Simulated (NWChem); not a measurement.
System: HfO; SMILES [O]=[Hf]

NWChem printed, in part:

```
             Northwest Computational Chemistry Package (NWChem) 7.3.0
             --------------------------------------------------------

                             Geometry "geometry" -> ""
                             -------------------------

 Output coordinates in angstroms (scale by  1.889725989 to convert to a.u.)

  No.       Tag          Charge          X              Y              Z
 ---- ---------------- ---------- -------------- -------------- --------------
    1 Hf                  72.0000     0.00000000     0.00000000    -0.16839800
    2 O                    8.0000     0.00000000     0.00000000     1.55269800

 Effective nuclear repulsion energy (a.u.)     177.0999964115

                                 NWChem DFT Module
                                 -----------------

 Summary of "ao basis" -> "ao basis" (spherical)
 ------------------------------------------------------------------------------
       Tag                 Description            Shells   Functions and Types
 ---------------- ------------------------------  ------  ---------------------
 Hf                        def2-tzvpd               15       43   6s5p3d1f
 O                         def2-tzvpd               14       40   6s4p3d1f

            General Information
            -------------------
          SCF calculation type: DFT
          Wavefunction type:  closed shell.
          No. of atoms     :     2
          No. of electrons :    20
           Alpha electrons :    10
            Beta electrons :    10
          Charge           :     0
          Spin multiplicity:     1
          Use of symmetry is: off; symmetry adaption is: off
          Maximum number of iterations: 150
          AO basis - number of functions:    83
                     number of shells:    29
          Convergence on energy requested:  1.00D-06
          Convergence on density requested:  1.00D-05
          Convergence on gradient requested:  5.00D-04

              XC Information
              --------------
          PerdewBurkeErnzerhof Exchange Functional  1.000
            Perdew 1991 LDA Correlation Functional  1.000 local
           PerdewBurkeErnz. Correlation Functional  1.000 non-local

             Grid Information
             ----------------
          Grid used for XC integration:  medium
          Radial quadrature: Mura-Knowles
          Angular quadrature: Lebedev.
          Tag              B.-S. Rad. Rad. Pts. Rad. Cut. Ang. Pts.
          ---              ---------- --------- --------- ---------
          Hf                  1.55      123          11.0       590
          O                   0.60       49          11.0       434
          Grid pruning is: on
          Number of quadrature shells:   172
          Spatial weights used:  Erf1

      Superposition of Atomic Density Guess
      -------------------------------------

 Sum of atomic energies:        -126.71895031

      Non-variational initial energy
      ------------------------------

 Total energy =    -121.829776
 1-e energy   =    -239.951588
 2-e energy   =      88.605146
 HOMO         =      -0.194227
 LUMO         =       0.028918

   convergence    iter        energy       DeltaE   RMS-Dens  Diis-err
 ---------------- ----- ----------------- --------- --------- ---------
 d=70,ls=0.0,diis     1   -122.8330994460 -1.52D+02  4.57D-02  2.63D+00     0.5
 d=70,ls=0.3,diis     2   -122.4722012334  3.61D-01  2.08D-02  1.15D+00     0.8
 d=70,ls=0.3,diis     3   -122.2712590915  2.01D-01  1.26D-02  2.05D+00     1.2
 d=70,ls=0.3,diis     4   -122.2618579176  9.40D-03  1.32D-02  2.12D+00     1.5
 d=70,ls=0.3,diis     5   -122.7362117217 -4.74D-01  9.15D-03  5.66D-01     1.8
 d=70,ls=0.3,diis     6   -122.9457318470 -2.10D-01  6.64D-03  9.69D-02     2.1
 d=70,ls=0.3,diis     7   -123.0427810465 -9.70D-02  4.89D-03  1.43D-02     2.4
  Resetting Diis
 d=70,ls=0.3,diis     8   -123.0911463728 -4.84D-02  3.63D-03  5.80D-02     2.8
 d=70,ls=0.3,diis     9   -123.1179267426 -2.68D-02  6.27D-03  1.25D-01     3.1
 d=70,ls=0.3,diis    10   -123.1481129073 -3.02D-02  4.01D-03  2.24D-02     3.4
 d=70,ls=0.3,diis    11   -123.1667591122 -1.86D-02  2.43D-03  6.62D-03     3.7
 d=70,ls=0.3,diis    12   -123.1794463548 -1.27D-02  1.83D-03  3.31D-03     4.0
 d=70,ls=0.3,diis    13   -123.1883101331 -8.86D-03  1.35D-03  1.58D-03     4.3
 d=70,ls=0.3,diis    14   -123.1945082367 -6.20D-03  1.01D-03  7.86D-04     4.7
 d=70,ls=0.3,diis    15   -123.1988451554 -4.34D-03  7.56D-04  3.85D-04     5.0
 d=70,ls=0.3,diis    16   -123.2018800723 -3.03D-03  5.59D-04  1.88D-04     5.3
 d=70,ls=0.3,diis    17   -123.2040040692 -2.12D-03  4.12D-04  9.19D-05     5.6
 d=70,ls=0.3,diis    18   -123.2054906575 -1.49D-03  3.01D-04  4.47D-05     5.9
 d=70,ls=0.3,diis    19   -123.2065312079 -1.04D-03  2.17D-04  2.18D-05     6.2
 d=70,ls=0.3,diis    20   -123.2072595566 -7.28D-04  1.58D-04  1.12D-05     6.6
 d=70,ls=0.3,diis    21   -123.2077694180 -5.10D-04  1.15D-04  5.93D-06     6.9
 d=70,ls=0.3,diis    22   -123.2081263421 -3.57D-04  8.44D-05  3.16D-06     7.2
 d=70,ls=0.3,diis    23   -123.2083762033 -2.50D-04  6.19D-05  1.65D-06     7.5
 d=70,ls=0.3,diis    24   -123.2085511143 -1.75D-04  4.60D-05  8.90D-07     7.8
 d=70,ls=0.3,diis    25   -123.2086735590 -1.22D-04  3.43D-05  4.95D-07     8.2
 d=70,ls=0.3,diis    26   -123.2087592752 -8.57D-05  2.60D-05  2.87D-07     8.5
 d=70,ls=0.3,diis    27   -123.2088192803 -6.00D-05  1.99D-05  1.72D-07     8.8
 d=70,ls=0.3,diis    28   -123.2088612866 -4.20D-05  1.55D-05  1.06D-07     9.1
 d=70,ls=0.3,diis    29   -123.2088906929 -2.94D-05  1.22D-05  6.78D-08     9.4
 d=70,ls=0.3,diis    30   -123.2089112788 -2.06D-05  9.70D-06  4.40D-08     9.7
 d= 0,ls=0.3,diis    31   -123.2089256898 -1.44D-05  7.77D-06  2.92D-08
 d= 0,ls=0.3,diis    32   -123.2089593147 -3.36D-05  9.07D-07  5.54D-09
 d= 0,ls=0.3,diis    33   -123.2089593172 -2.53D-09  7.57D-07  3.87D-09

         Total DFT energy =     -123.208959318957
      One electron energy =     -241.645058966902
           Coulomb energy =      103.271122607883
    Exchange-Corr. energy =      -14.351689028520
 Nuclear repulsion energy =       29.516666068581

 Numeric. integr. density =       20.000000439255

                       DFT Final Molecular Orbital Analysis
                       ------------------------------------

 Vector    8  Occ=2.000000D+00  E=-2.950406D-01
              MO Center=  1.6D-08,  1.6D-09,  1.2D+00, r^2= 1.2D+00
   Bfn.  Coefficient  Atom+Function         Bfn.  Coefficient  Atom+Function
  ----- ------------  ---------------      ----- ------------  ---------------
    50      0.315409  2 O  px                51      0.270076  2 O  py
    53      0.264000  2 O  px                54      0.226056  2 O  py
    25     -0.171159  1 Hf d  1              56      0.166681  2 O  px
    23      0.146558  1 Hf d -1              57      0.142724  2 O  py
    30     -0.122939  1 Hf d  1              28      0.105269  1 Hf d -1

 Vector    9  Occ=2.000000D+00  E=-2.910013D-01
              MO Center= -2.1D-08,  4.6D-09,  1.2D+00, r^2= 1.5D+00
   Bfn.  Coefficient  Atom+Function         Bfn.  Coefficient  Atom+Function
  ----- ------------  ---------------      ----- ------------  ---------------
    52      0.431740  2 O  pz                55      0.353413  2 O  pz
     5     -0.278710  1 Hf s                 24     -0.272631  1 Hf d  0
     3      0.183879  1 Hf s                 48      0.180899  2 O  s
    29     -0.173202  1 Hf d  0              49      0.164173  2 O  s
    58      0.151412  2 O  pz                 2     -0.097350  1 Hf s

 Vector   10  Occ=2.000000D+00  E=-1.846672D-01
              MO Center= -2.5D-08, -1.6D-08, -4.6D-01, r^2= 3.6D+00
   Bfn.  Coefficient  Atom+Function         Bfn.  Coefficient  Atom+Function
  ----- ------------  ---------------      ----- ------------  ---------------
     5      0.767028  1 Hf s                  3     -0.375230  1 Hf s
     6      0.352254  1 Hf s                  4     -0.319658  1 Hf s
     2      0.209434  1 Hf s                 24     -0.178926  1 Hf d  0
    18     -0.169912  1 Hf pz                29     -0.145417  1 Hf d  0
    34     -0.087785  1 Hf d  0              12      0.073444  1 Hf pz

 Vector   11  Occ=0.000000D+00  E=-1.260479D-01
              MO Center=  6.8D-08, -5.0D-08, -1.8D-01, r^2= 2.0D+00
   Bfn.  Coefficient  Atom+Function         Bfn.  Coefficient  Atom+Function
  ----- ------------  ---------------      ----- ------------  ---------------
    22      0.540326  1 Hf d -2              27      0.416102  1 Hf d -2
    32      0.267828  1 Hf d -2

 Vector   12  Occ=0.000000D+00  E=-1.260479D-01
              MO Center=  7.6D-08, -5.8D-08, -1.8D-01, r^2= 2.0D+00
   Bfn.  Coefficient  Atom+Function         Bfn.  Coefficient  Atom+Function
  ----- ------------  ---------------      ----- ------------  ---------------
    26      0.540329  1 Hf d  2              31      0.416099  1 Hf d  2
    36      0.267828  1 Hf d  2

[...]

 DFT Linear Response polarizability / au
 Frequency  =       0.0000000 / au
              X              Y              Z
 -----------------------------------------------
 X      90.3645828      0.0024350     -0.0000025
 Y       0.0024350     90.3640417      0.0000009
 Z      -0.0000025      0.0000009     77.9707173
 -----------------------------------------------
 Eigenvalues =      90.3667622     90.3618623     77.9707173
 Isotropic   =      86.2331139
 Anisotropic =      12.3935956
 -----------------------------------------------

 Magnetic Dipole Response Matrix (nonzero elements):

 Exiting AOResponse driver routine
```

Level: PBE/def2-TZVPD with def2 effective core potentials on Hf. Structure relaxed at the PBE0-D3(BJ)/def2-TZVP level. def2 effective core potentials on Hf; no spin-orbit coupling.

**Question.** Write an input that gives this output.

**Answer.** This is not unique; one that fits is the input that was run:
```
start job
memory heap 200 mb stack 900 mb global 1100 mb
geometry units angstroms noautosym nocenter noautoz
  Hf     0.000000     0.000000    -0.168398
  O      0.000000     0.000000     1.552698
end
basis spherical
  * library def2-tzvpd
end
ecp
  Hf library def2-ecp
end
dft
  xc xpbe96 cpbe96
  iterations 150
  convergence damp 70 ncydp 30 lshift 0.3 ncysh 40
end
property
  response 1 0.0
end
task dft property
```
